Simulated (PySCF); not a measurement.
C₅H₉NSi.
Atom-mapped SMILES: `[CH3:1]/[CH:2]=[N:3]/[C@@H:4]1[CH:5]=[CH:6][SiH2:7]1`

Geometry (GFN2-xTB, Å), atoms numbered from 1 in this order:
```xyz
16
C5H9NSi angstrom
C      2.8052   -0.1927   -0.0069
C      1.3332   -0.3600    0.1426
N      0.6926    0.3072    0.9952
C     -0.7116    0.2072    1.1340
C     -1.4506   -0.9655    0.5254
C     -2.3103   -0.4305   -0.3455
Si    -1.7749    1.3538   -0.0428
H      3.3103   -1.1429    0.1621
H      3.1686    0.5429    0.7044
H      3.0391    0.1329   -1.0201
H      0.8634   -1.0888   -0.5350
H     -0.9341    0.3331    2.1976
H     -1.2867   -2.0027    0.7827
H     -3.0296   -0.9562   -0.9549
H     -1.0040    2.0136   -1.0927
H     -2.7181    2.2577    0.6101
```

NICS is the negative of the GIAO shielding at a point without a nucleus: at the ring centre (0) and 1 Å above and below it (1); zz is the component along the ring normal. Level: GIAO PBE0/pcSseg-1 (PySCF, non-relativistic, gas phase) on the GFN2-xTB geometry, one conformer.

Ring bond lengths (Å), with Mayer bond orders in brackets: C4–C5 1.514 (0.98), C5–C6 1.336 (1.79), C6–Si7 1.887 (0.94), Si7–C4 1.957 (0.84).

Question: What do the NICS probes read (ppm)?

Answer: 
```json
{"ring": "C4–C5–C6–Si7", "type": "4-membered ring with Si; formal bonds 1 double, 3 single", "NICS(0)": "0.5", "NICS(1), two faces": "-2.0 / -3.3", "NICS(1)zz, two faces": "2.9 / 0.4", "rms pucker (Å)": "0.01", "centre to ring atoms, mean (Å)": "1.18"}
```

Question: What do they say, and how far can they be read as aromaticity?

Answer: 
- C4–C5–C6–Si7: mean NICS(1)zz 1.7 ppm, near zero. C4, Si7 have four or more neighbours; no verdict on aromaticity is drawn.

Question: What is the mean of the two in-plane components of NICS at the second NICS(1) probe listed for ring C4–C5–C6–Si7, 1 Å off the ring?

Answer: The isotropic value is a third of the trace: (3 × -3.3 − (0.4))/2 = -5.1 ppm.

Question: List the ring angles and the Hirshfeld charges of the ring atoms.

Answer: 
- C4–C5–C6–Si7: C4 87.0° (-0.073 e), C5 105.4° (-0.036 e), C6 95.3° (-0.143 e), Si7 72.3° (+0.345 e); sum 360.0° against 360° for a flat convex ring.

Question: How shielded are the nuclei of the rings and their hydrogens (means over atoms taken as equivalent)?

Answer: 
```
atoms                   environment  σ isotropic (ppm)  principal values of the symmetric part, first atom (ppm)
   C4  sp3 carbon bound to nitrogen              122.9                                       104.4, 112.7, 151.4
   C5              alkene CH carbon               17.7                                       -100.2, 13.2, 139.9
   C6              alkene CH carbon               41.6                                        -69.3, 28.2, 165.9
  Si7                  SiH2 silicon              373.8                                       338.0, 363.8, 419.7
  H12              methine hydrogen              26.64                                          23.5, 27.1, 29.4
  H13              vinylic hydrogen              24.18                                          22.5, 24.7, 25.3
  H14              vinylic hydrogen              25.22                                          23.5, 25.4, 26.8
  H15                 Si–H hydrogen              27.33                                          24.6, 26.1, 31.3
  H16                 Si–H hydrogen              26.47                                          23.8, 24.6, 31.0
```
